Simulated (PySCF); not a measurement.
Several molecules and their computed UV-vis stick spectra, shuffled. Computed with PySCF 2.14.0, density-fitted response routines, TDDFT B3LYP/def2-SVPD, vertical, gas phase, core orbitals frozen in the response. Geometries: PBE0-D3(BJ)/def2-SVP; one conformer of each isolated species. Triplets are in the Tamm–Dancoff approximation. Relativistic effects are left out although some hold elements past zinc.

A. `COC[SiH2][SiH2]N`
B. `CC[C@H]([AsH2])C[AsH2]`
C. `FB(C1C=[CH][GeH2][CH]=1)F`

Lowest singlet levels (six at most, fewer where fewer were computed) with oscillator strengths:

1. 220 nm (f 0.031); 204 nm (f 0.042); 201 nm (f 0.015); 198 nm (f 0.093); 194 nm (f 0.361); 192 nm (f 0.043)
2. 304 nm (f 0.031); 251 nm (f 0.000); 230 nm (f 0.003); 214 nm (f 0.020); 202 nm (f 0.001); 197 nm (f 0.006); T1 2.57 eV
3. 223 nm (f 0.006); 198 nm (f 0.004); 190 nm (f 0.011); 187 nm (f 0.022); 184 nm (f 0.048); 183 nm (f 0.035); T1 5.26 eV

**Question.** Match each spectrum to its molecule.

**Answer.** 1 = B, 2 = C, 3 = A.
- A: S1 at 5.57 eV, HOMO→LUMO (97%); Löwdin shares by element: HOMO nitrogen 49%, silicon 24%, hydrogen 11% or more (atoms not listed hold the other 16%); LUMO silicon 41%, nitrogen 10%, hydrogen 8% or more (atoms not listed hold the other 42%); HOMO -6.95 and LUMO -0.34 eV.
- B: S1 at 5.65 eV, HOMO→LUMO (98%); Löwdin shares by element: HOMO arsenic 63%, carbon 20% or more (atoms not listed hold the other 17%); LUMO arsenic 35%, carbon 10% or more, hydrogen 7% or more (atoms not listed hold the other 49%); HOMO -6.65 and LUMO -0.23 eV.
- C: S1 at 4.08 eV, HOMO→LUMO (97%); Löwdin shares by element: HOMO carbon 87%; LUMO carbon 67% (atoms not listed hold the other 33%); HOMO -7.01 and LUMO -2.42 eV.
A and B have S1 within 0.08 eV of each other; their strongest listed levels stand at 6.75 eV (f 0.048) and 6.40 eV (f 0.361).
